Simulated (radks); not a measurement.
Problem. The mean radii <r> (bohr) of the occupied orbitals of an atom or ion are listed with their occupations. Method: scalar-relativistic Kohn-Sham, exchange-only r2SCAN, spin-polarised, spherical densities, finite nucleus; meta-GGA in the generalised Kohn-Sham scheme; Fermi nuclear charge, rms radius of each element as measured or else 0.836 A^(1/3) + 0.57 fm; computed with a radial shooting solver on a logarithmic mesh with Libxc functionals.

| orbital | occ. | <r> |
|---|---|---|
| 1s up | 1 | 0.02843 |
| 1s down | 1 | 0.02843 |
| 2s down | 1 | 0.1226 |
| 2s up | 1 | 0.1226 |
| 2p up | 3 | 0.1071 |
| 2p down | 3 | 0.1071 |
| 3s up | 1 | 0.3297 |
| 3s down | 1 | 0.3297 |
| 3p up | 3 | 0.3282 |
| 3p down | 3 | 0.3282 |
| 3d up | 5 | 0.3054 |
| 3d down | 5 | 0.3054 |
| 4s up | 1 | 0.7929 |
| 4s down | 1 | 0.7932 |
| 4p up | 3 | 0.8536 |
| 4p down | 3 | 0.8534 |
| 4d up | 5 | 1.032 |
| 4d down | 5 | 1.023 |
| 5s up | 1 | 2.216 |
| 5s down | 1 | 2.169 |
| 5p up | 2 | 2.673 |

Name the element and its charge. Open shells, if any, are filled with parallel spins first.

Solution. Z = 51, antimony, charge +1: Sb+ in [Kr] 4d10 5s2 5p2. The 1s radius gives Z: for a bare nucleus <r> = (2 gamma + 1)/(2Z) with gamma = sqrt(1 - (Z/c)^2), 0.028 bohr for Z = 51, and screening makes it slightly larger (0.02843 here). The occupations add up to 50, and the charge is Z minus that.
